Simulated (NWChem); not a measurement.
# BSiH3O2F2; SMILES OB(O)[SiH](F)F

```xyz
9

Si    -0.1864    -0.8102    -0.4025
F      1.3289    -1.3520    -0.1120
F     -1.1502    -1.5702     0.6574
B     -0.0286     1.1690    -0.0127
O      1.1476     1.6335     0.4851
O     -1.0534     2.0187    -0.2416
H     -0.5812    -1.2825    -1.7550
H      1.8040     0.9352     0.5959
H     -0.8316     2.9278     0.0012
```
Atoms are numbered in this order, from 1.

Results from NWChem. Structure relaxed at the PBE0/def2-SVP level.

Problem. Among these, which level gives the highest value of “dipole (D)”?
A) PBE0/cc-pVTZ
B) PBE0/cc-pVDZ
C) PBE0/aug-cc-pVDZ

Solution. B, PBE0/cc-pVDZ. Values: PBE0/cc-pVTZ 2.07; PBE0/aug-cc-pVDZ 2.12; PBE0/cc-pVDZ 2.26
